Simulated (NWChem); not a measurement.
Everything below was run with NWChem. System: C2H4Cl2, charge 0, spin multiplicity 1, at a geometry optimised with PBE0/def2-SVP. The structure started from a generated list of species. Level: PBE/def2-TZVP.

Output (cleaned and shortened):

```
             Northwest Computational Chemistry Package (NWChem) 7.3.0
             --------------------------------------------------------

                                NWChem Input Module
                                -------------------

 Scaling coordinates for geometry "geometry" by  1.889725989
 (inverse scale =  0.529177249)

 Turning off AUTOSYM since
 SYMMETRY directive was detected!

                             Geometry "geometry" -> ""
                             -------------------------

 Output coordinates in angstroms (scale by  1.889725989 to convert to a.u.)

  No.       Tag          Charge          X              Y              Z
 ---- ---------------- ---------- -------------- -------------- --------------
    1 C                    6.0000     1.70165700     0.32063300     0.00000000
    2 C                    6.0000     0.20565200     0.49918700     0.00000000
    3 Cl                  17.0000    -0.51691400    -0.21489200    -1.46699100
    4 Cl                  17.0000    -0.51691400    -0.21489200     1.46699100
    5 H                    1.0000     1.95570800    -0.74849500     0.00000000
    6 H                    1.0000     2.13293700     0.79035100    -0.89600200
    7 H                    1.0000     2.13293700     0.79035100     0.89600200
    8 H                    1.0000    -0.09037200     1.55519500     0.00000000

 Effective nuclear repulsion energy (a.u.)     208.9369525885

            Nuclear Dipole moment (a.u.)
            ----------------------------
        X                 Y               Z
 ---------------- ---------------- ----------------
    -0.0000226767    -0.0000113384     0.0000000000

      Symmetry information
      --------------------

 Group name             Cs
 Group number              2
 Group order               2
 No. of unique centers     6

      Symmetry unique atoms

     1    2    3    5    6    8


 Summary of "ao basis" -> "" (spherical)
 ------------------------------------------------------------------------------
       Tag                 Description            Shells   Functions and Types
 ---------------- ------------------------------  ------  ---------------------
 *                         def2-tzvp                  on all atoms

  pbe96 is a nonlocal functional; adding pw91lda local functional.

                                 NWChem DFT Module
                                 -----------------

 Summary of "ao basis" -> "ao basis" (spherical)
 ------------------------------------------------------------------------------
       Tag                 Description            Shells   Functions and Types
 ---------------- ------------------------------  ------  ---------------------
 C                         def2-tzvp                11       31   5s3p2d1f
 Cl                        def2-tzvp                13       37   5s5p2d1f
 H                         def2-tzvp                 4        6   3s1p

 Summary of "ao basis" -> "ao basis" (spherical)
 ------------------------------------------------------------------------------
       Tag                 Description            Shells   Functions and Types
 ---------------- ------------------------------  ------  ---------------------
 C                         def2-tzvp                11       31   5s3p2d1f
 Cl                        def2-tzvp                13       37   5s5p2d1f
 H                         def2-tzvp                 4        6   3s1p

      Symmetry analysis of basis
      --------------------------

        a'         95
        a"         65

            General Information
            -------------------
          SCF calculation type: DFT
          Wavefunction type:  closed shell.
          No. of atoms     :     8
          No. of electrons :    50
           Alpha electrons :    25
            Beta electrons :    25
          Charge           :     0
          Spin multiplicity:     1
          Use of symmetry is: on ; symmetry adaption is: on
          Maximum number of iterations: 100
          AO basis - number of functions:   160
                     number of shells:    64
          Convergence on energy requested:  1.00D-06
          Convergence on density requested:  1.00D-05
[...]
     6 a"          7 a'          8 a"          9 a'         10 a'
    11 a"         12 a"         13 a'         14 a'         15 a"
    16 a'         17 a'         18 a"         19 a'         20 a"
    21 a'         22 a"         23 a'         24 a"         25 a'
    26 a'         27 a"         28 a'         29 a'         30 a"
    31 a'         32 a'         33 a'         34 a"         35 a"

------------------------------------------------------------
EAF file 0: "./mol.aoints.0" size=524288 bytes
------------------------------------------------------------
               write      read    awrite     aread      wait
               -----      ----    ------     -----      ----
     calls:        1         0         0         0         0
   data(b): 5.24e+05  0.00e+00  0.00e+00  0.00e+00
   time(s): 0.00e+00  0.00e+00  0.00e+00  0.00e+00  0.00e+00
rate(mb/s): 0.00e+00  0.00e+00
------------------------------------------------------------

   convergence    iter        energy       DeltaE   RMS-Dens  Diis-err    time
 ---------------- ----- ----------------- --------- --------- ---------  ------
 d= 0,ls=0.0,diis     1   -998.4948844169 -1.21D+03  9.72D-03  1.96D+00     5.6
 d= 0,ls=0.0,diis     2   -998.2687047675  2.26D-01  6.41D-03  2.86D+00     6.5
 d= 0,ls=0.0,diis     3   -998.5256650985 -2.57D-01  2.32D-03  5.46D-01     7.5
 d= 0,ls=0.0,diis     4   -998.5932731751 -6.76D-02  4.38D-04  1.02D-02     8.4
 d= 0,ls=0.0,diis     5   -998.5941963262 -9.23D-04  1.57D-04  2.54D-03     9.3
  Resetting Diis
 d= 0,ls=0.0,diis     6   -998.5944886077 -2.92D-04  3.92D-05  8.80D-05    10.4
 d= 0,ls=0.0,diis     7   -998.5944993693 -1.08D-05  1.16D-05  1.52D-06    11.3
 d= 0,ls=0.0,diis     8   -998.5944992849  8.44D-08  7.18D-06  2.20D-06    12.2

         Total DFT energy =     -998.594499284885
      One electron energy =    -1791.730511046191
           Coulomb energy =      652.551035371786
    Exchange-Corr. energy =      -68.351976199003
 Nuclear repulsion energy =      208.936952588523

 Numeric. integr. density =       50.000019442652

     Total iterative time =     11.2s

                  Occupations of the irreducible representations
                  ----------------------------------------------

                     irrep           alpha         beta
                     --------     --------     --------
                     a'               15.0         15.0
                     a"               10.0         10.0

                       DFT Final Molecular Orbital Analysis
                       ------------------------------------

 Vector   23  Occ=2.000000D+00  E=-2.816099D-01  Symmetry=a"
              MO Center= -4.5D-01, -1.6D-01,  3.5D-14, r^2= 3.4D+00
   Bfn.  Coefficient  Atom+Function         Bfn.  Coefficient  Atom+Function
  ----- ------------  ---------------      ----- ------------  ---------------
    78      0.285134  3 Cl py               115     -0.285134  4 Cl py
    77     -0.252746  3 Cl px               114      0.252746  4 Cl px
    81      0.185156  3 Cl py               118     -0.185156  4 Cl py
    80     -0.166424  3 Cl px               117      0.166424  4 Cl px
    75      0.136932  3 Cl py               112     -0.136932  4 Cl py

 Vector   24  Occ=2.000000D+00  E=-2.649979D-01  Symmetry=a'
              MO Center= -3.2D-01, -5.4D-02,  8.2D-13, r^2= 3.4D+00
   Bfn.  Coefficient  Atom+Function         Bfn.  Coefficient  Atom+Function
  ----- ------------  ---------------      ----- ------------  ---------------
    78      0.266934  3 Cl py               115      0.266934  4 Cl py
    77     -0.229039  3 Cl px               114     -0.229039  4 Cl px
    81      0.191258  3 Cl py               118      0.191258  4 Cl py
     5      0.179667  1 C  s                 80     -0.163426  3 Cl px
   117     -0.163426  4 Cl px               156     -0.140353  8 H  s

 Vector   25  Occ=2.000000D+00  E=-2.647608D-01  Symmetry=a"
              MO Center= -4.4D-01, -1.7D-01, -9.2D-13, r^2= 3.5D+00
   Bfn.  Coefficient  Atom+Function         Bfn.  Coefficient  Atom+Function
  ----- ------------  ---------------      ----- ------------  ---------------
    79      0.286173  3 Cl pz               116      0.286173  4 Cl pz
    77     -0.232791  3 Cl px               114      0.232791  4 Cl px
    82      0.194975  3 Cl pz               119      0.194975  4 Cl pz
    78     -0.153614  3 Cl py                80     -0.154142  3 Cl px
   115      0.153614  4 Cl py               117      0.154142  4 Cl px

 Vector   26  Occ=0.000000D+00  E=-3.943623D-02  Symmetry=a'
              MO Center= -2.4D-01,  4.7D-04,  2.3D-13, r^2= 3.6D+00
   Bfn.  Coefficient  Atom+Function         Bfn.  Coefficient  Atom+Function
  ----- ------------  ---------------      ----- ------------  ---------------
    35      0.837099  2 C  s                 36      0.459591  2 C  s
    82     -0.392534  3 Cl pz               119      0.392534  4 Cl pz
     5      0.358825  1 C  s                139     -0.335282  5 H  s
    67     -0.316942  3 Cl s                104     -0.316942  4 Cl s
   157     -0.287937  8 H  s                 79     -0.237833  3 Cl pz

 Vector   27  Occ=0.000000D+00  E=-7.569619D-03  Symmetry=a"
              MO Center= -4.7D-02,  1.2D-01, -1.4D-13, r^2= 3.7D+00
   Bfn.  Coefficient  Atom+Function         Bfn.  Coefficient  Atom+Function
  ----- ------------  ---------------      ----- ------------  ---------------
    45      0.656181  2 C  pz                67      0.474036  3 Cl s
   104     -0.474036  4 Cl s                 42      0.444633  2 C  pz
    39      0.391048  2 C  pz                82      0.304795  3 Cl pz
   119      0.304795  4 Cl pz                81      0.263475  3 Cl py
   118     -0.263475  4 Cl py               145      0.253706  6 H  s

 Vector   28  Occ=0.000000D+00  E= 1.964279D-02  Symmetry=a'
              MO Center=  1.1D+00,  1.2D+00,  2.8D-14, r^2= 5.8D+00
   Bfn.  Coefficient  Atom+Function         Bfn.  Coefficient  Atom+Function
  ----- ------------  ---------------      ----- ------------  ---------------
     5      3.463154  1 C  s                157     -1.839191  8 H  s
   145     -1.369454  6 H  s                151     -1.369454  7 H  s
    44      1.166231  2 C  py               139     -1.047107  5 H  s
    43     -0.366097  2 C  px                67      0.252124  3 Cl s
   104      0.252124  4 Cl s                 13     -0.248840  1 C  py

 center of mass
 --------------
 x =  -0.13666042 y =  -0.05372240 z =   0.00000000

 moments of inertia (a.u.)
 ------------------
         584.812298580094         -61.163368500730           0.000000000000
         -61.163368500730         780.604852098218           0.000000000000
           0.000000000000           0.000000000000         278.895755046694

     Multipole analysis of the density
     ---------------------------------

     L   x y z        total         alpha         beta         nuclear
     -   - - -        -----         -----         ----         -------
     0   0 0 0     -0.000000    -25.000000    -25.000000     50.000000

     1   1 0 0      0.624045      0.312034      0.312034     -0.000023
     1   0 1 0      0.463055      0.231533      0.231533     -0.000011
     1   0 0 1     -0.000000     -0.000000     -0.000000      0.000000

     2   2 0 0    -27.663999    -84.617958    -84.617958    141.571916
     2   1 1 0      0.342489    -16.672563    -16.672563     33.687615
     2   1 0 1     -0.000000     -0.000000     -0.000000      0.000000
     2   0 2 0    -27.505977    -27.876934    -27.876934     28.247891
     2   0 1 1      0.000000      0.000000      0.000000      0.000000
     2   0 0 2    -29.905418   -148.467246   -148.467246    267.029074

 Task  times  cpu:       12.3s     wall:       12.3s

 Total times  cpu:       12.3s     wall:       12.3s
```

Q: Write an NWChem input that would produce this output.

A: One answer among several that fit: 
```
start mol
memory heap 200 mb stack 800 mb global 1000 mb
geometry units angstroms nocenter noautoz
  C      1.701657     0.320633     0.000000
  C      0.205652     0.499187     0.000000
  Cl    -0.516914    -0.214892    -1.466991
  Cl    -0.516914    -0.214892     1.466991
  H      1.955708    -0.748495     0.000000
  H      2.132937     0.790351    -0.896002
  H      2.132937     0.790351     0.896002
  H     -0.090372     1.555195     0.000000
  symmetry group Cs
end
basis spherical
  * library def2-tzvp
end
dft
  xc xpbe96 cpbe96
  semidirect memsize 60000000 filesize 0
  iterations 100
end
task dft energy
```
